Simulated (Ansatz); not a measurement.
Relaxation of AlH$_{6}$NOSi (10 atoms, charge 0, multiplicity 1), to a largest force component of 0.03 eV/Å in at most 50 steps.

All numbers below come from Ansatz, RKS B3LYP/def2-SVP.

```xyz
10
Properties=species:S:1:pos:R:3:forces:R:3
Al 0.167 -0.059 -1.535 -0.02 0.02 0.09
O 0.714 0.214 1.374 0.54 -0.38 -0.58
Si 0.011 -0.567 2.685 -0.01 0.04 0.08
H -0.727 -1.796 2.272 0.01 -0.02 0.00
H 1.037 -0.941 3.702 0.01 -0.02 -0.01
H -0.937 0.416 3.271 -0.01 -0.01 -0.01
H 1.448 -0.246 0.906 -0.50 0.35 0.45
N -1.589 0.255 -1.248 -0.08 0.01 -0.01
H -2.009 0.591 -0.380 0.03 0.00 -0.06
H -2.327 0.153 -1.947 0.05 0.01 0.06
```

Where does it end, and by what steps?

It converged. After 19 steps the energy has fallen by 0.511 eV; H10 moved furthest, 1.80 Å. Joined: Al1–O2 (2.97 → 1.94 Å), Si3–N8 (4.32 → 2.06 Å).

| step | energy less start (eV) | largest force component (eV/Å) | accepted |
| --- | --- | --- | --- |
| 0 | 0.0000 | 0.578 | yes |
| 1 | -0.0159 | 0.602 | yes |
| 2 | -0.0471 | 0.570 | yes |
| 3 | -0.0736 | 1.489 | yes |
| 4 | -0.1285 | 0.667 | yes |
| 5 | -0.1682 | 0.235 | yes |
| 6 | -0.1878 | 0.263 | yes |
| 7 | -0.1946 | 0.144 | yes |
| 8 | -0.2006 | 0.349 | yes |
| 9 | -0.2080 | 0.210 | yes |
| 10 | -0.2160 | 0.248 | yes |
| 11 | -0.2352 | 0.605 | yes |
| 12 | -0.2840 | 1.057 | yes |
| 13 | -0.4040 | 1.232 | yes |
| 14 | -0.3935 | 1.142 | no |
| 15 | -0.4579 | 0.680 | yes |
| 16 | -0.4944 | 0.164 | yes |
| 17 | -0.4980 | 0.207 | yes |
| 18 | -0.5099 | 0.091 | yes |
| 19 | -0.5112 | 0.019 | yes |

```xyz
10
Properties=species:S:1:pos:R:3
Al 0.440 0.308 -1.107
O 0.971 -0.128 0.711
Si -0.488 -0.432 1.778
H -1.207 -1.745 1.733
H 0.484 -0.727 2.920
H -1.248 0.697 2.404
H 1.838 -0.233 1.131
N -1.262 0.058 -0.062
H -1.851 0.896 -0.002
H -1.888 -0.676 -0.408
```

Whether the end is a true minimum wasn't checked by a vibrational analysis.

The run took 82 s on 2 threads of Intel(R) Xeon(R) Platinum 8259CL CPU @ 2.50GHz (Skylake/Cascade Lake), with other jobs on the host, peak memory 0.21 GiB.
